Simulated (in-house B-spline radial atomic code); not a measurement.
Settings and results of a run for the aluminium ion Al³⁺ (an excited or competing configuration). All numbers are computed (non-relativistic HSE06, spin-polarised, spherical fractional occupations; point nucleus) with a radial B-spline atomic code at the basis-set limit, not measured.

In the input, 3d5,1 would mean five up and one down electron.

Command:
```bash
python run_scf.py task.json out
```
Settings:
```
Z                13
configuration    1s2 2s2 2p2,3 3s1,0
hamiltonian      nr
method           hse06
spin_polarised   True
```

Output (hartree, bohr):
```
 radial grid: 44 intervals, B-splines of order 8, outer radius 18.6486 bohr

 iter        energy (Eh)    residual
    1        -233.470163    4.66e-01
    2        -236.778696    1.97e-01
    3        -237.307716    6.65e-02
    4        -237.368041    2.11e-02
    5        -237.373585    8.32e-03
    6        -237.374634    2.12e-04
    7        -237.374634    1.71e-05
    8        -237.374634    2.85e-07
    9        -237.374634    2.74e-08

 total energy                      -237.37463
 kinetic                             237.0538
 electron-nucleus                   -548.7216
 Hartree                              91.1148
 exact exchange                       -3.8983
 exchange-correlation                -12.9234

 orbital      occ     eigenvalue          <r>       <r^2>       <1/r>       r_max
 1s up      1.000       -58.4523     0.120313   0.0194754      12.591     0.07866
 1s down    1.000       -58.5089     0.120448   0.0195259     12.5809     0.07871
 2s up      1.000        -6.0269     0.608072    0.440401     2.40017      0.4899
 2s down    1.000        -6.1649     0.603719      0.4335     2.41932      0.4885
 2p up      2.000        -4.5135     0.576132    0.416625     2.28384      0.4203
 2p down    3.000        -4.7354     0.566106    0.400462     2.31366      0.4168
 3s up      1.000        -1.4470      1.92825     4.22827    0.709312       1.717
```

Time taken, with all properties: 0.12 s on 1 thread of Arm Neoverse V1 (shared host).

Caution: exact exchange at fractional occupations of open shells leaves self-interaction of up to several eV.
